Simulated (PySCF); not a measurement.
C$_{6}$H$_{6}$, charge -1, doublet, at a GFN2-xTB geometry (a state made from the parent by changing its charge; the spin is typed, not shown lowest) (in this run its highest filled SCF level lies above zero, so its values depend strongly on the basis, on diffuse functions most of all), with bond 11-5 at 1.3 times its length; DF-PBE0/def2-SV(P) (PySCF).

PySCF was given this input:
```python
from pyscf import gto, scf, dft

mol = gto.M(
    atom='''
C    -0.79209486    1.14402906    0.04294872
C    -1.40815868   -0.08704909   -0.05219417
C    -0.57965949   -1.28365722   -0.09711679
C     0.79209486   -1.14402906   -0.04294872
C     1.40815868    0.08704909    0.05219417
C     0.57965949    1.28365722    0.09711679
H    -1.41475422    2.04334103    0.07671036
H    -2.49017263   -0.17889071   -0.09381208
H    -1.04845221   -2.26117925   -0.17198459
H     1.41475422   -2.04334103   -0.07671036
H     2.81477682    0.20644320    0.10629745
H     1.04845221    2.26117925    0.17198459
''',
    basis='def2-sv(p)',
    charge=-1,
    spin=1,
    verbose=4,
)

mf = dft.UKS(mol)
mf.xc = 'pbe0'
mf.init_guess = '1e'
mf = mf.density_fit(auxbasis='def2-universal-jkfit')
mf.kernel()
mf.analyze()
```

Problem. Write the output that PySCF gives for this input, abridged.

Solution. 
```
PySCF version 2.14.0

[INPUT] verbose = 4
[INPUT] num. atoms = 12
[INPUT] num. electrons = 43
[INPUT] charge = -1
[INPUT] spin (= nelec alpha-beta = 2S) = 1
[INPUT] symmetry False subgroup None
[INPUT] Mole.unit = angstrom
[INPUT] Symbol           X                Y                Z      unit          X                Y                Z       unit  Magmom
[...]
nuclear repulsion = 200.855800649296
number of shells = 48
number of NR pGTOs = 168
number of NR cGTOs = 96
basis = def2-sv(p)
ecp = {}

******** <class 'pyscf.df.df_jk.DFUKS'> ********
method = DFUKS
initial guess = 1e
damping factor = 0
level_shift factor = 0
DIIS = <class 'pyscf.scf.diis.CDIIS'>
diis_start_cycle = 1
diis_space = 8
diis_damp = 0
SCF conv_tol = 1e-09
SCF conv_tol_grad = None
SCF max_cycles = 50
direct_scf = False
number electrons alpha = 22  beta = 21
XC library pyscf.dft.libxc version 7.1.2
    S. Lehtola, C. Steigemann, M. J. T. Oliveira, and M. A. L. Marques,  SoftwareX 7, 1–5 (2018)
XC functionals = pbe0
    C. Adamo and V. Barone,  J. Chem. Phys. 110, 6158 (1999)
    M. Ernzerhof and G. E. Scuseria,  J. Chem. Phys. 110, 5029 (1999)
radial grids:
    Treutler-Ahlrichs [JCP 102, 346 (1995); DOI:10.1063/1.469408] (M4) radial grids

becke partition: Becke, JCP 88, 2547 (1988); DOI:10.1063/1.454033
pruning grids: <function nwchem_prune>
grids dens level: 3
symmetrized grids: False
atomic radii adjust function: <function treutler_atomic_radii_adjust>
small_rho_cutoff = 0
Set gradient conv threshold to 3.16228e-05
Initial guess from hcore.

tot grids = 143560
******** <class 'pyscf.df.df.DF'> ********
auxbasis = def2-universal-jkfit
init E= -191.73994347426
cycle= 1 E= -191.771158952657  delta_E= -0.0312  |g|= 4.98  |ddm|=  124
cycle= 2 E= -201.073303127426  delta_E= -9.3  |g|=  5.9  |ddm|=  125
cycle= 3 E= -226.596173761608  delta_E= -25.5  |g|= 2.71  |ddm|= 10.4
cycle= 4 E= -225.032319497994  delta_E= 1.56  |g|= 2.95  |ddm|= 7.71
cycle= 5 E= -231.216908172651  delta_E= -6.18  |g|= 0.877  |ddm|= 7.27
cycle= 6 E= -231.54718828319  delta_E= -0.33  |g|= 0.517  |ddm|= 2.02
cycle= 7 E= -231.6586064855  delta_E= -0.111  |g|= 0.215  |ddm|= 0.705
cycle= 8 E= -231.683968530453  delta_E= -0.0254  |g|= 0.058  |ddm|= 0.398
cycle= 9 E= -231.685899133749  delta_E= -0.00193  |g|= 0.0335  |ddm|= 0.143
cycle= 10 E= -231.686740433483  delta_E= -0.000841  |g|= 0.0108  |ddm|= 0.0611
cycle= 11 E= -231.687208462861  delta_E= -0.000468  |g|= 0.0102  |ddm|= 0.0812
cycle= 12 E= -231.687576350371  delta_E= -0.000368  |g|= 0.00701  |ddm|= 0.0709
cycle= 13 E= -231.688174757529  delta_E= -0.000598  |g|= 0.00365  |ddm|= 0.189
cycle= 14 E= -231.688232854654  delta_E= -5.81e-05  |g|= 0.00245  |ddm|= 0.0328
cycle= 15 E= -231.688270684042  delta_E= -3.78e-05  |g|= 0.00222  |ddm|= 0.0321
cycle= 16 E= -231.688299653051  delta_E= -2.9e-05  |g|= 0.00132  |ddm|= 0.0553
cycle= 17 E= -231.688300883559  delta_E= -1.23e-06  |g|= 0.000666  |ddm|= 0.00611
cycle= 18 E= -231.688302144003  delta_E= -1.26e-06  |g|= 0.00017  |ddm|= 0.00991
cycle= 19 E= -231.688302207124  delta_E= -6.31e-08  |g|= 7.82e-05  |ddm|= 0.00194
cycle= 20 E= -231.688302215109  delta_E= -7.98e-09  |g|= 4e-05  |ddm|= 0.000452
cycle= 21 E= -231.688302216466  delta_E= -1.36e-09  |g|= 1.92e-05  |ddm|= 0.000109
cycle= 22 E= -231.688302217189  delta_E= -7.23e-10  |g|= 6.92e-06  |ddm|= 0.000161
Extra cycle  E= -231.688302217262  delta_E= -7.23e-11  |g|= 6.37e-06  |ddm|= 2.27e-05
converged SCF energy = -231.688302217262  <S^2> = 0.76471393  2S+1 = 2.0146602
**** SCF Summaries ****
Total Energy =                        -231.688302217261679
Nuclear Repulsion Energy =             200.855800649295674
One-electron Energy =                 -717.693432589168651
Two-electron Energy =                  285.149329722611299
Two-electron Coulomb Energy =          319.767602449603999
DFT Exchange-Correlation Energy =      -34.618272726992707
**** MO energy ****
                             alpha | beta                alpha | beta
[...]
[...]
spin_pop of  1 C 3dx2-y2    0.00003
spin_pop of  2 C 1s       -0.00000
spin_pop of  2 C 2s        0.01256
spin_pop of  2 C 3s       -0.00025
spin_pop of  2 C 2px       0.00513
spin_pop of  2 C 2py       0.00503
spin_pop of  2 C 2pz       0.27717
spin_pop of  2 C 3px      -0.00001
spin_pop of  2 C 3py      -0.00004
spin_pop of  2 C 3pz       0.01078
spin_pop of  2 C 3dxy     -0.00002
spin_pop of  2 C 3dyz      0.00041
spin_pop of  2 C 3dz^2    -0.00034
spin_pop of  2 C 3dxz      0.00016
spin_pop of  2 C 3dx2-y2    0.00003
spin_pop of  3 C 1s        0.00000
spin_pop of  3 C 2s       -0.00758
spin_pop of  3 C 3s        0.00003
spin_pop of  3 C 2px      -0.00807
spin_pop of  3 C 2py      -0.00648
spin_pop of  3 C 2pz      -0.07316
spin_pop of  3 C 3px      -0.00003
spin_pop of  3 C 3py      -0.00000
spin_pop of  3 C 3pz      -0.00045
spin_pop of  3 C 3dxy      0.00000
spin_pop of  3 C 3dyz      0.00056
spin_pop of  3 C 3dz^2     0.00007
spin_pop of  3 C 3dxz      0.00115
spin_pop of  3 C 3dx2-y2   -0.00000
spin_pop of  4 C 1s       -0.00000
spin_pop of  4 C 2s        0.01527
spin_pop of  4 C 3s       -0.00003
spin_pop of  4 C 2px       0.01401
spin_pop of  4 C 2py       0.00411
spin_pop of  4 C 2pz       0.27088
spin_pop of  4 C 3px       0.00002
spin_pop of  4 C 3py      -0.00001
spin_pop of  4 C 3pz       0.00941
spin_pop of  4 C 3dxy     -0.00004
spin_pop of  4 C 3dyz      0.00044
spin_pop of  4 C 3dz^2    -0.00027
spin_pop of  4 C 3dxz      0.00004
spin_pop of  4 C 3dx2-y2    0.00002
spin_pop of  5 C 1s       -0.00000
spin_pop of  5 C 2s        0.01235
spin_pop of  5 C 3s       -0.00025
spin_pop of  5 C 2px       0.00462
spin_pop of  5 C 2py       0.00487
spin_pop of  5 C 2pz       0.27547
spin_pop of  5 C 3px      -0.00001
spin_pop of  5 C 3py      -0.00003
spin_pop of  5 C 3pz       0.01056
spin_pop of  5 C 3dxy     -0.00002
spin_pop of  5 C 3dyz      0.00040
spin_pop of  5 C 3dz^2    -0.00034
spin_pop of  5 C 3dxz      0.00017
spin_pop of  5 C 3dx2-y2    0.00003
spin_pop of  6 H 1s        0.00268
spin_pop of  6 H 2s       -0.00004
spin_pop of  7 H 1s       -0.01081
spin_pop of  7 H 2s        0.00006
spin_pop of  8 H 1s       -0.01108
spin_pop of  8 H 2s        0.00006
spin_pop of  9 H 1s        0.00298
spin_pop of  9 H 2s       -0.00004
spin_pop of  10 H 1s       -0.02233
spin_pop of  10 H 2s       -0.00012
spin_pop of  11 H 1s       -0.01091
spin_pop of  11 H 2s        0.00006
 ** Mulliken Spin Density (per atom)  **
spin density of  0 C =     -0.09206
spin density of  1 C =      0.30324
spin density of  2 C =      0.31061
spin density of  3 C =     -0.09394
spin density of  4 C =      0.31385
spin density of  5 C =      0.30779
spin density of  6 H =      0.00264
spin density of  7 H =     -0.01075
spin density of  8 H =     -0.01102
spin density of  9 H =      0.00294
spin density of  10 H =     -0.02245
spin density of  11 H =     -0.01085
 ** Mulliken pop alpha/beta on meta-lowdin orthogonal AOs **
 ** Mulliken pop       alpha | beta **
In total            22.00000 | 21.00000
 ** Mulliken atomic charges   ( Nelec_alpha | Nelec_beta ) **
charge of  0C =     -0.10678  (     3.00736      3.09942 )
charge of  1C =     -0.26188  (     3.28256      2.97932 )
charge of  2C =     -0.26408  (     3.28734      2.97673 )
charge of  3C =     -0.11004  (     3.00805      3.10199 )
charge of  4C =     -0.19898  (     3.25642      2.94257 )
charge of  5C =     -0.26408  (     3.28594      2.97814 )
charge of  6H =      0.05063  (     0.47601      0.47337 )
charge of  7H =      0.04578  (     0.47173      0.48248 )
charge of  8H =      0.04736  (     0.47081      0.48183 )
charge of  9H =      0.05596  (     0.47349      0.47055 )
charge of  10H =     -0.04501  (     0.51128      0.53373 )
charge of  11H =      0.05112  (     0.46901      0.47986 )

WARN: System has nonzero charge -1; the dipole moment is origin-dependent.
Location of origin: [0. 0. 0.]

Dipole moment(X, Y, Z, Debye): -0.65936, -0.05566, -0.02535
```
